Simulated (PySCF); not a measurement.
# Si4H10O

The system: Si4H10O, a small molecule; neutral, singlet. The structure, one conformer, was relaxed in the gas phase by PBE0-D3(BJ)/def2-SVP. No frequency run checks that it is a minimum.

SMILES: [SiH3]O[SiH]([SiH3])[SiH3]

```
atom   x (Å)   y (Å)   z (Å)
 Si1  -0.324   0.234  -0.950
 Si2  -1.654  -1.547  -0.183
 Si3  -0.783   2.170   0.328
  O4   1.297  -0.159  -0.833
 Si5   2.393  -0.687   0.297
  H6  -0.620   0.503  -2.390
  H7  -1.419  -2.799  -0.967
  H8  -1.344  -1.817   1.256
  H9  -3.096  -1.162  -0.295
 H10   0.478   2.642   0.980
 H11  -1.788   1.872   1.397
 H12  -1.324   3.267  -0.532
 H13   2.407   0.231   1.477
 H14   3.741  -0.715  -0.335
 H15   2.026  -2.059   0.764
```

Shieldings: GIAO PBE0/pcSseg-1. Shifts are against computed references at the same level: H TMS (σ 31.27 ppm), Si TMS (σ 352.0 ppm). Core levels by delta-SCF with SCAN, pcX-2 on the ionised atom and pcseg-1 elsewhere, spin-free X2C (2p3/2 is the spin-free 2p value less a third of a first-order spin-orbit splitting); from the vacuum level, for chosen atoms.

Question: Give the NMR and core-level values of the distinct atoms.

Answer: 
```
      atoms         bonded to  σ (ppm)  δ (ppm)  core level (eV)
        Si1  1 O + 2 Si + 1 H    360.5     -8.5     2p3/2 106.92
        Si2        1 Si + 3 H    457.2   -105.3     2p3/2 106.44
        Si3        1 Si + 3 H    459.5   -107.5     2p3/2 106.44
         O4              2 Si    342.1        -        1s 537.68
        Si5         1 O + 3 H    389.0    -37.0     2p3/2 107.55
         H6              1 Si    25.40     5.87                -
   H7 H8 H9              1 Si    27.66     3.61                -
H10 H11 H12              1 Si    27.63     3.63                -
H13 H14 H15              1 Si    26.36     4.91                -
```

Values are those of this one static structure, with the three H of a rotating XH3 group averaged; atoms that internal rotation interchanges would show their mean in an NMR spectrum.

Question: Which of Si1, Si2, Si3, Si5 holds its core electrons tightest, and by how much against the loosest?

Answer: Si5 (bonded to 1 O + 3 H), by 1.11 eV over Si2 (bonded to 1 Si + 3 H).

Question: By CAM-B3LYP/def2-SVPD (TDDFT singlets, Tamm-Dancoff triplets, ionisation by delta-SCF), where does absorption start, and what does vertical ionisation take?

Answer: The lowest singlet lies at 5.54 eV (f 0.004), the strongest of the first 6 at 7.24 eV (f 0.154), the lowest triplet at 5.00 eV; vertical ionisation takes 9.39 eV.

The 3 runs behind this took 2.1 min in all, one thread each of Arm Neoverse V2 on a shared host, launched as `OMP_NUM_THREADS=1 python cluster_run.py task.json out`.
